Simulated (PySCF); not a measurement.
**Simulated characterisation data**

PySCF 2.14 calculation with GFN2-xTB geometry and shielding tensors at PBE0/pcSseg-1 (GIAO); non-relativistic, fast rotation and ring inversion assumed for equivalent nuclei, one conformer, gas phase.

Chemical shifts δ = σref − σ; 1H (σref 31.72), 13C (σref 186.93) vs TMS, all at this level. Where no couplings were computed, multiplicities follow the n + 1 count of equivalent neighbours, and m marks all less simple cases (inequivalent or close neighbours, rings, F or P nearby). Acid and N–H amide carbonyl carbons lie up to 10 ppm further downfield in solution (hydrogen bonding). Shifts are as computed. Against solution values, carbons near 30 ppm lie about +3 ppm off and those near 130 ppm about +5 ppm. Of 1211 compounds with measured shifts, 218 miss one by over three times the rms of a fit or turn the order of signals round; such compounds aren't used in these exercises. OH and NH positions are gas-phase values without hydrogen bonding to other molecules.

**1.** `O(C(C)=O)C(C)C`, C₅H₁₀O₂. 1H NMR (400 MHz, computed): δ 5.05 (sept, 1H), 2.07 (s, 3H), 1.26 (d, 6H). 13C{1H} NMR (computed): δ 175.8 (C), 69.8 (CH), 24.0 (CH3), 23.5 (CH3).

**2.** SMILES OC(C(=C=C)C#C[SiH2]C)=O, C₇H₈O₂Si. 1H NMR (400 MHz, computed): δ 6.27 (br s, 1H), 5.70 (s, 2H), 4.56 (q, 2H), 0.36 (t, 3H). 13C{1H} NMR (computed): δ 239.7 (C), 169.5 (C), 105.9 (C), 103.5 (C), 91.2 (C), 85.8 (CH2), -5.1 (CH3).
